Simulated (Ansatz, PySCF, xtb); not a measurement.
Pair of molecules: BrH3Sn (SMILES [Br][SnH3]) (first 5 atoms) with NH3 (SMILES N); geometry from B3LYP-D3(BJ)/def2-TZVP, rigid monomers moved along the line of their centres of mass till Sn2···N6 is 3.47 Å.
(charge 0, multiplicity 1):
```xyz
9

Br     2.3333    -0.3259     0.9776
Sn     0.4383     1.0620     0.0434
H      1.1379     1.6311    -1.4228
H      0.1374     2.3863     1.0683
H     -0.8834     0.0554    -0.3238
N     -0.8597    -0.1499     3.0243
H     -1.7821     0.0261     3.4066
H     -0.7477    -1.1525     2.9238
H     -0.1741     0.1564     3.7054
```

Monomers are frozen at their geometry in the pair; levels with a basis set take the counterpoise correction.

Cores are frozen in the correlated methods. Filled d and f shells under p-block atoms count as core. CBS: X⁻³ extrapolation of the correlation energy, Hartree–Fock from the larger set.

The values were computed with Ansatz (Gaussian orbitals); PySCF for the dispersion terms; xtb for the GFN methods. Values without a source in brackets are computed. In def2 rows elements past Kr take small-core potentials, without spin–orbit coupling.

```json
[
 {"level": "GFN2-xTB", "interaction energy (meV)": "-312.0"},
 {"level": "PBE-D3(BJ)/def2-TZVPPD", "interaction energy (meV)": "-211.5"},
 {"level": "PBE-D4/def2-TZVPPD", "interaction energy (meV)": "-216.5"},
 {"level": "B3LYP-D3(BJ)/def2-TZVPPD", "interaction energy (meV)": "-213.8"},
 {"level": "B3LYP-D4/def2-TZVPPD", "interaction energy (meV)": "-214.5"},
 {"level": "wB97X-V/def2-TZVPPD", "interaction energy (meV)": "-219.2"},
 {"level": "wB97M-V/def2-TZVPPD", "interaction energy (meV)": "-221.7"},
 {"level": "CCSD/def2-TZVPPD", "interaction energy (meV)": "-189.1"},
 {"level": "CCSD(T)/CBS(def2-SVPD, def2-TZVPPD)", "interaction energy (meV)": "…"}
]
```

Problem. Complete the blanks.

Solution. 
- CCSD(T)/CBS(def2-SVPD, def2-TZVPPD), interaction energy (meV): -202.8

Ansatz is a first-principles code.
